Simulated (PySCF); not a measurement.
VO₂, SMILES [O]=[V]=[O] (connectivity only; charge and spin as stated), neutral, multiplicity 2. Geometry: PBE-D3(BJ)/def2-TZVP. The multiplicity is an assumed one; other spin states were not compared.

Level of theory: PBE-D3(BJ)/def2-TZVP (PySCF).

Harmonic wavenumbers (cm⁻¹): 334, 988, 1006. Rotational constants (GHz): 30.17, 9.075, 6.977; symmetry number 2.

Problem. Work out the zero-point energy and the ideal-gas rigid-rotor harmonic-oscillator thermochemistry at 298.15 K and 1 atm.

Solution. ZPE = ½ Σ hcν = ½ × 2329 cm⁻¹ = 13.93 kJ/mol. H − E(el) = 25.03 kJ/mol. Entropy in J/(mol K): translation 163.85, rotation 88.99, vibration 5.97, spin 5.76, total 264.58. G − E(el) = -53.85 kJ/mol. Cp = 43.16 J/(mol K).
